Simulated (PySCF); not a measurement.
## C₆ coefficients of unlike pairs at BLYP

Calculated with PySCF 2.14 from the dipole response of each species, C₆(A,B) = (3/π) ∫ α_A(iu) α_B(iu) du, in atomic units, from isotropic polarisabilities. For ions this is the dispersion term alone; charge-induced terms of lower order in 1/R come first.

| species | configuration | basis | relativity | α (bohr³) | C₆ (like pair) |
| --- | --- | --- | --- | --- | --- |
| He | 1s2 (1S) | aug-cc-pVTZ (4s3p2d) | none | 1.528 | 1.691 |
| Sb | [Kr] 4d10 5s2 5p3 (4S) | aug-cc-pVTZ-PP with one added diffuse shell each of d, f type with ECP28MDF (6s5p5d3f) | core potential | 48.80 | 528.9 |
| Ge³⁺ | [Ar] 3d10 4s1 (2S) | aug-cc-pVQZ-DK (8s7p5d3f2g) | spin-free X2C | 5.618 | 12.53 |
| Be | [He] 2s2 (1S) | aug-cc-pCVQZ-DK (9s8p6d4f2g) | spin-free X2C | 43.29 | 259.1 |

Question: Estimate C₆ for Sb with He.

Answer: The integral gives 26.32. The combination rule 2 C_A C_B / (C_A α_B/α_A + C_B α_A/α_B) gives 25.35 and the geometric mean 29.91.

No spin-orbit coupling is included.

The other pairs:

```csv
pair,C₆
"Be, Sb",357.7
"Ge³⁺, He",4.478
"Ge³⁺, Sb",78.39
"Be, Ge³⁺",49.47
"Be, He",15.56
```
